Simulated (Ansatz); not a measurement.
# Relaxing a trial structure of AlBGaH4Si+

The starting geometry of this gas-phase singlet was optimised with r2SCAN-D4.

```xyz
8

Al   -1.5336    1.4182   -1.0247
B    -0.8261   -0.0780   -2.5184
Ga   -0.8137    0.5094    1.1883
Si   -0.7412   -1.0357   -0.9084
H    -0.9823    0.0182   -3.6993
H     0.5577   -0.7000   -0.1672
H    -2.3664    2.7272   -1.2506
H    -0.3539   -0.1606    2.5040
```

**Question.** Predict what becomes of its bonds when it is optimised with PBE0-D3(BJ)/def2-SVP.

**Answer.** It rearranges, giving a structure with H5 bridging Al1 and B2, given below by its coordinates. Distances that change by over a tenth: Ga3–Si4 (2.61 → 2.30 Å). Contacts that open: Si4–H6 (1.53 → 2.68 Å). Contacts that close: Al1–H5 (3.07 → 1.86 Å), B2–H6 (2.80 → 1.20 Å).

The energy falls by 1.11 eV over 42 steps:

```json
{"step": "1", "E − E(last) (eV)": "1.106"}
{"step": "6", "E − E(last) (eV)": "1.093"}
{"step": "10", "E − E(last) (eV)": "1.036"}
{"step": "15", "E − E(last) (eV)": "0.554"}
{"step": "19", "E − E(last) (eV)": "0.528"}
{"step": "24", "E − E(last) (eV)": "0.515"}
{"step": "28", "E − E(last) (eV)": "0.273"}
{"step": "33", "E − E(last) (eV)": "0.003"}
{"step": "37", "E − E(last) (eV)": "0.001"}
{"step": "42", "E − E(last) (eV)": "0.000"}
```

Final geometry (Å):

```xyz
8

Al   -1.1643    1.2986   -0.9742
B    -0.4708   -0.3559   -2.1145
Ga   -0.9865    0.1349    1.4617
Si    0.2465   -0.5947   -0.3338
H    -1.2390    0.4821   -2.6404
H     0.0717   -0.9848   -2.9816
H    -2.1150    2.5150   -1.2380
H    -1.4021    0.2037    2.9447
```

No frequencies were run, so the end isn't proven a minimum. Run with Ansatz 0.2.0, 2.4 min on 2 threads of Intel(R) Xeon(R) Platinum 8259CL CPU @ 2.50GHz (Skylake/Cascade Lake), on a shared host.
